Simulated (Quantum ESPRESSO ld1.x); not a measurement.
Values are calculated unless marked as measured or tabulated.
Q: Coherent X-ray form factor from a spherical all-electron density. Code: ld1.x of Quantum ESPRESSO 7.5. Model: Dirac Kohn-Sham, PBE, spin-unpolarised, spherical densities, point nucleus.

sin(theta)/lambda (1/angstrom)  f0 (electrons)
0.05                                    77.381
0.1                                     75.602
0.15                                    72.883
0.2                                     69.517
0.25                                    65.813
0.3                                     62.031
0.4                                     54.925
0.5                                     48.907
0.6                                     43.968
0.8                                     36.287
1                                       30.262
1.25                                    24.319
1.5                                     20.055
2                                       15.328

The species is in the configuration that NIST lists as its ground one. Which atom or ion scatters so?

A: The lead ion Pb4+, [Xe] 4f14 5d10. Extrapolating in s^2 from the first two rows gives f0(0) = 78.0, near the electron count 78; among species with that count, the fall with angle is slower the higher Z, and the table is that of Z = 82; from so few rows the species is fixed only to a neighbour or two.
